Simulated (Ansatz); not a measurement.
CH3S (SMILES [CH2]S) moved off its minimum; all values from Ansatz (a quantum-chemistry and plane-wave program), cores frozen in correlated methods. Open shells are unrestricted.
(charge 0, multiplicity 2)
```xyz
5

C     -0.95688     0.50421     0.05905
S      0.52525    -0.42959    -0.03843
H     -1.83357     0.01971    -0.00075
H     -1.08227     1.68149     0.01863
H      1.30584     0.80092     0.09958
```

### Question
Give the forces (eV/Å), the total energy and the dipole at CCSD(T)/cc-pV(T+d)Z.

### Answer

```csv
atom,Fx,Fy,Fz
C1,2.185,3.797,0.067
S2,0.617,3.162,0.293
H3,-2.855,-1.982,-0.187
H4,0.933,-2.714,0.071
H5,-0.879,-2.263,-0.244
```
Energy -437.4890 hartree, dipole 0.80 D.
